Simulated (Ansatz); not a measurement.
Born–Oppenheimer molecular dynamics of CH₆BClO (10 atoms, charge 0, multiplicity 1). It starts at the highest image of a converged band, a first-order saddle point between two minima.

Theory: RKS B3LYP-D4/6-31G* (Ansatz 0.2.0).

- ensemble: NVE (velocity Verlet)
- time step: 0.5 fs
- steps asked: 200
- starting velocities drawn for: 100 K
- seed: 7859

First frame:

```xyz
10
Properties=species:S:1:pos:R:3
B 0.033 -0.364 0.148
C 0.013 -0.020 1.905
H -0.887 -0.170 2.518
H 0.912 -0.275 2.475
H 0.050 1.056 1.711
Cl 1.643 0.120 -0.536
H -0.929 0.145 -0.342
O -0.100 -1.925 0.234
H -0.977 -2.187 -0.094
H -0.169 -1.248 1.283
```

Question: How far do the bonds stretch over the last three quarters of this one trajectory? (Pairs bonded in most of those frames.)

Answer: 
| bond | mean (Å) | spread (Å) | shortest | longest |
| --- | --- | --- | --- | --- |
| B1–Cl6 | 1.781 | 0.041 | 1.70 | 1.85 |
| B1–H7 | 1.196 | 0.024 | 1.16 | 1.24 |
| B1–O8 | 1.359 | 0.031 | 1.31 | 1.45 |
| C2–H3 | 1.096 | 0.022 | 1.05 | 1.14 |
| C2–H4 | 1.096 | 0.019 | 1.06 | 1.14 |
| C2–H5 | 1.094 | 0.023 | 1.06 | 1.13 |
| C2–H10 | 1.098 | 0.042 | 1.01 | 1.17 |
| O8–H9 | 0.975 | 0.009 | 0.96 | 1.00 |

Mean temperature of the second half: 2257 K. The conserved energy stayed within 0.16 meV per atom of its start (net change -0.031 meV per atom), so the integration is sound. The kinetic energy rose, since the run started high on the potential surface and went downhill. It ends in pieces (BClH2O + CH4), so much of that is their flight and rotation, not heat. A run of 0.1 ps of so small a system gives no equilibrium averages. The orbitals stay closed-shell, which can raise the energy where a bond breaks towards radicals; this wasn't checked here.

Time of the run: 11 min on 1 thread of Intel(R) Xeon(R) CPU @ 2.60GHz (Ice Lake), with other jobs on the host, peak memory 0.18 GiB.
